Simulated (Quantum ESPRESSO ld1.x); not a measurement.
The numbers below are computed, except where a source is named.
Neutral samarium, configuration [Kr] 4d10 4f6 5s2 5p5 6s2 7s1 (not the ground configuration).

Code: ld1.x of Quantum ESPRESSO 7.5. Model: Dirac Kohn-Sham, PBEsol, spin-unpolarised, spherical densities, point nucleus; open shells are shared between the two j in proportion to 2j + 1.

Energy parts (eV):
| part | energy |
|---|---|
| total | -283811 |
| kinetic | 307750 |
| electron-nucleus | -695109 |
| Hartree | 109870 |
| exchange-correlation | -6322 |

Orbitals (lengths in bohr, moments of r in powers of bohr; r(max) is where P^2 peaks; r(90%) holds 90 % of the orbital's charge):
| orbital | occ. | eigenvalue (eV) | <r> | r(90%) | <r^4> | r(max) |
|---|---|---|---|---|---|---|
| 1s1/2 | 2 | -46622.3 | 0.02275 | 0.0411 | 1.318e-06 | 0.015 |
| 2s1/2 | 2 | -7621.85 | 0.09651 | 0.150 | 0.0002115 | 0.083 |
| 2p1/2 | 2 | -7225.30 | 0.08074 | 0.133 | 0.0001316 | 0.063 |
| 2p3/2 | 4 | -6622.80 | 0.08737 | 0.142 | 0.0001697 | 0.068 |
| 3s1/2 | 2 | -1675.61 | 0.2546 | 0.374 | 0.008341 | 0.233 |
| 3p1/2 | 2 | -1504.97 | 0.2443 | 0.367 | 0.007637 | 0.221 |
| 3p3/2 | 4 | -1382.99 | 0.2570 | 0.385 | 0.009244 | 0.233 |
| 3d3/2 | 4 | -1086.96 | 0.2286 | 0.357 | 0.006802 | 0.186 |
| 3d5/2 | 6 | -1060.45 | 0.2326 | 0.363 | 0.007217 | 0.190 |
| 4s1/2 | 2 | -338.952 | 0.5794 | 0.833 | 0.2094 | 0.541 |
| 4p1/2 | 2 | -273.569 | 0.5935 | 0.864 | 0.2412 | 0.545 |
| 4p3/2 | 4 | -246.761 | 0.6227 | 0.906 | 0.2918 | 0.572 |
| 4d3/2 | 4 | -139.186 | 0.6653 | 1.00 | 0.4319 | 0.581 |
| 4d5/2 | 6 | -134.401 | 0.6757 | 1.02 | 0.4595 | 0.590 |
| 5s1/2 | 2 | -50.7860 | 1.396 | 2.01 | 7.082 | 1.25 |
| 5p1/2 | 1.66667 | -32.9529 | 1.563 | 2.28 | 11.79 | 1.37 |
| 5p3/2 | 3.33333 | -29.2255 | 1.652 | 2.42 | 14.77 | 1.45 |
| 4f5/2 | 2.57143 | -10.4846 | 0.9611 | 1.67 | 4.464 | 0.610 |
| 4f7/2 | 3.42857 | -9.9286 | 0.9753 | 1.70 | 4.826 | 0.614 |
| 6s1/2 | 2 | -6.9318 | 3.698 | 5.34 | 356.1 | 3.27 |
| 7s1/2 | 1 | -1.3236 | 9.688 | 13.6 | 14900 | 9.03 |

The highest occupied level is 7s1/2 at -1.324 eV. Summed over all electrons, <r^2> = 171.1 bohr^2, which gives a Langevin (diamagnetic) susceptibility term of -135 x 10^-6 cm^3/mol. The density falls to 0.001 e/bohr^3 at r = 4.96 bohr.
